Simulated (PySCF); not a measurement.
B(Br)(vinyl)(OH) (C2H4BBrO), SMILES C=CB(O)Br.

Coordinates come from a ωB97X-D3(BJ)/def2-SVP optimisation. Other conformers were not sampled.

Two levels are set side by side: PBE/def2-TZVP (PySCF) and CAM-B3LYP/def2-TZVP (PySCF). Same geometry, gas phase. Differences are taken from unrounded values.

```tsv
quantity	CAM-B3LYP
orbital gap (eV)	9.10
highest occupied level (eV)	-9.46
lowest empty level (eV)	-0.35
dipole moment (D)	1.01
mean polarisability (bohr³)	61.3
```

Question: What does PBE give, and how far is it from CAM-B3LYP? (Estimate from the structure and the level; the computed values follow.)

Answer: 
```csv
quantity,PBE,PBE minus CAM-B3LYP
orbital gap (eV),4.60,-4.51
highest occupied level (eV),-7.02,2.44
lowest empty level (eV),-2.43,-2.07
dipole moment (D),0.98,-0.03
mean polarisability (bohr³),64.2,2.9
```

Without exact exchange PBE keeps part of each electron's self-repulsion, which lifts occupied levels and narrows the gap. Loosely held outer electrons make PBE densities more polarisable. Differences between two approximate levels are no errors against the true value.

Rough cost on one machine, each run with all the roots and properties that it gave: CAM-B3LYP against PBE within a factor of 2.
